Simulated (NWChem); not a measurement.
System: InHCl2; SMILES [Cl][InH][Cl]

Computed with NWChem. All runs use the structure optimised with PBE0/def2-SVP. Not confirmed as a minimum by frequencies. def2 effective core potentials on In; no spin-orbit coupling. Ions are spin-unrestricted doublets at the neutral geometry; other ion states weren't tried.

For level PBE/def2-SVP:

```
Quantity       Result
-------------  ------
−ε(HOMO) (eV)    7.31
```

Task: Estimate the same quantities for level PBE0/def2-SVP.

Result: The −ε(HOMO) (eV) is 8.74.
